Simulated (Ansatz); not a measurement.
A nudged elastic band was laid between two geometries of Cl₃HSi (5 atoms, charge 0, multiplicity 1).

Theory: RKS PBE/def2-SVP (Ansatz).

```json
{
 "movable images": "5",
 "climbing image": "yes",
 "spring": "5.0 eV/Å²",
 "optimiser": "fire",
 "start path": "through a guess of the saddle point",
 "force threshold": "0.05 eV/Å",
 "iteration limit": "60",
 "end points": "relaxed",
 "largest step": "0.5 Å"
}
```

Image 0:

```xyz
5
Properties=species:S:1:pos:R:3
Si 0.165 0.000 0.244
H -0.081 0.000 1.713
Cl 2.195 0.000 -0.114
Cl -0.679 1.682 -0.596
Cl -0.679 -1.682 -0.596
```

Image 6:

```xyz
5
Properties=species:S:1:pos:R:3
Si -1.004 0.000 0.112
H 1.656 0.000 2.114
Cl 2.011 0.000 0.864
Cl -0.871 1.642 -1.219
Cl -0.871 -1.642 -1.219
```

Q: What changes between the two ends?

A: Bonds broken: Si1–H2, Si1–Cl3. Bonds formed: H2–Cl3. Cl3HSi becomes Cl2Si + ClH.

Q: What energy profile does the band end with?

A: The run converged. The highest image is number 4 of 0 to 6, 2.52 eV above the first end and 0.42 eV above the last; the last end lies 2.10 eV above the first. Another band between the same ends (5 images) ends at a top of the same energy, where a vibrational analysis finds 1 clearly imaginary mode. The orbitals stay closed-shell, which can raise the energy where a bond breaks towards radicals; this wasn't checked here.

```json
{"image": "0", "path coordinate (Å)": "0.00", "energy (eV)": "0.00", "Si1–H2 (Å)": "1.49", "Si1–Cl3 (Å)": "2.06", "H2–Cl3 (Å)": "2.92"}
{"image": "1", "path coordinate (Å)": "0.35", "energy (eV)": "0.20", "Si1–H2 (Å)": "1.48", "Si1–Cl3 (Å)": "2.07", "H2–Cl3 (Å)": "2.60"}
{"image": "2", "path coordinate (Å)": "0.70", "energy (eV)": "0.93", "Si1–H2 (Å)": "1.47", "Si1–Cl3 (Å)": "2.15", "H2–Cl3 (Å)": "2.23"}
{"image": "3", "path coordinate (Å)": "1.05", "energy (eV)": "2.04", "Si1–H2 (Å)": "1.50", "Si1–Cl3 (Å)": "2.34", "H2–Cl3 (Å)": "1.91"}
{"image": "4", "path coordinate (Å)": "1.39", "energy (eV)": "2.52", "Si1–H2 (Å)": "1.63", "Si1–Cl3 (Å)": "2.56", "H2–Cl3 (Å)": "1.62"}
{"image": "5", "path coordinate (Å)": "2.14", "energy (eV)": "2.17", "Si1–H2 (Å)": "2.45", "Si1–Cl3 (Å)": "3.08", "H2–Cl3 (Å)": "1.31"}
{"image": "6", "path coordinate (Å)": "2.89", "energy (eV)": "2.10", "Si1–H2 (Å)": "3.33", "Si1–Cl3 (Å)": "3.11", "H2–Cl3 (Å)": "1.30"}
```

Q: What is the geometry of the highest image?

A: 
```xyz
5
Properties=species:S:1:pos:R:3
Si -0.420 0.000 0.328
H 0.767 0.000 1.445
Cl 2.133 0.000 0.565
Cl -0.780 1.675 -0.843
Cl -0.780 -1.675 -0.843
```

The band took 43 iterations and roughly 11 core-minutes.

The run took 11 min on 1 thread of Intel(R) Xeon(R) Platinum 8259CL CPU @ 2.50GHz (Skylake/Cascade Lake), on a shared host, peak memory 0.17 GiB.
